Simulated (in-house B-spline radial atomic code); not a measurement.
**How G0W0 and RPA depend on the start: Si³⁺**

Configuration [Ne] 3s1, highest spin. Computed with an all-electron radial atomic-structure program (B-spline basis): all electrons, scalar-relativistic (spin-free one-electron X2C), finite nucleus, each spin shell either full or empty, empty states to l = 9 with an (l + 1/2)⁻⁴ tail; G0W0 by contour deformation at full frequency.

RPA overbinds a lone outer s electron by self-correlation, and G0W0 tends to as well.

| start | mean-field 3s up (eV) | G0W0 (eV) | QP weight | RPA correlation (Eh) |
| --- | --- | --- | --- | --- |
| Hartree-Fock | -44.76 | ? | ? | ? |
| LDA VWN5 | -40.51 | -46.13 | 0.958 | -0.65926 |
| PBE | -40.40 | -46.08 | 0.958 | -0.65792 |
| PBE0 | -41.61 | -45.99 | 0.966 | -0.63769 |
| r2SCAN | -40.65 | ? | ? | ? |
| HSE06 | -41.24 | -46.01 | 0.964 | -0.64002 |
| B3LYP (VWN-RPA) | -41.54 | -46.02 | 0.965 | -0.64242 |
| TPSS | -40.36 | -46.06 | 0.959 | -0.65317 |
| BHandHLYP | -42.83 | -45.92 | 0.972 | -0.62046 |
| CAM-B3LYP | -43.22 | -45.95 | 0.973 | -0.6334 |
| LC-wPBE | -44.63 | -45.92 | 0.977 | -0.63271 |
| wB97X | -43.86 | -45.88 | 0.977 | -0.62824 |
| PBEsol | -40.35 | -46.10 | 0.958 | -0.65808 |
| BLYP | -40.43 | -46.09 | 0.958 | -0.65886 |
| r2SCAN0 | -41.80 | -45.97 | 0.968 | -0.62959 |
| LDA exchange-only | -39.67 | -46.11 | 0.959 | -0.65901 |

Problem. What G0W0 level, weight and RPA correlation energy follow from the Hartree-Fock start?

Solution. G0W0 level -45.77 eV, weight 0.980, RPA correlation -0.58845 hartree.

Problem. What G0W0 level, weight and RPA correlation energy follow from the r2SCAN start?

Solution. G0W0 level -46.04 eV, weight 0.962, RPA correlation -0.64533 hartree.

Problem. How much of the dependence on the start does G0W0 remove?

Solution. The mean-field levels span 5.09 eV and the G0W0 levels 0.356 eV. Against 45.142 eV (NIST, measured) the G0W0 removal energies are off by +0.63 to +0.98 eV, with spin-orbit coupling, Breit and QED terms left out.
